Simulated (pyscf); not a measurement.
Optimised with ωB97X-D3(BJ)/def2-SVP in PySCF. MP2 and CC: frozen core, UHF for open shells. ΔMP2 is the change of the MP2 total energy from the triple- to the quadruple-zeta basis. Singlets are restricted, triplets unrestricted.

Singlet (Å):
```xyz
3

F      0.8355     0.0426     1.0118
Sn    -1.1150    -0.1203     1.0305
H     -1.1543    -1.2660    -0.3365
```

Triplet (Å):
```xyz
3

F      0.9366     0.1314     1.1054
Sn    -0.9841    -0.1808     0.9431
H     -1.3819    -1.2911    -0.3419
```

**Question.** For these two minima of `[F][SnH]`, which spin state lies lower at CCSD(T)/def2-TZVPP + ΔMP2(QZVPP), and by how much (electronic energies)?

**Answer.** The singlet, by 47.5 kcal/mol. Zero-point energy shifts E(triplet) − E(singlet) by -0.4 kcal/mol. 

E(triplet) − E(singlet) by level (kcal/mol):

```tsv
level	gap
ωB97X-D3(BJ)/def2-TZVP	+48.9
PBE/def2-TZVP	+45.4
r²SCAN/def2-TZVP	+41.5
B3LYP-D3(BJ)/def2-TZVP	+48.0
PBE0-D3(BJ)/def2-TZVP	+43.8
M06-2X/def2-TZVP	+40.2
ωB97M-D3(BJ)/def2-TZVP	+47.1
HF/def2-TZVP	+31.0
MP2/def2-QZVPP	+48.5
CCSD/def2-TZVPP	+45.2
CCSD(T)/def2-TZVPP	+45.6
CCSD(T)/def2-TZVPP + ΔMP2(QZVPP)	+47.5
```

The triplet is the lowest one reached from the SCF start used. The CCSD(T) − MP2 part came from Ansatz, without density fitting, on the same reference. The frozen core leaves the outer d or s,p core shells of the metals and heavy elements correlated in the MP2 and CC values, and def2-TZVPP describes them poorly, which can shift differences by a few kcal/mol. Elements past Kr carry the def2 core potentials, without spin-orbit coupling.
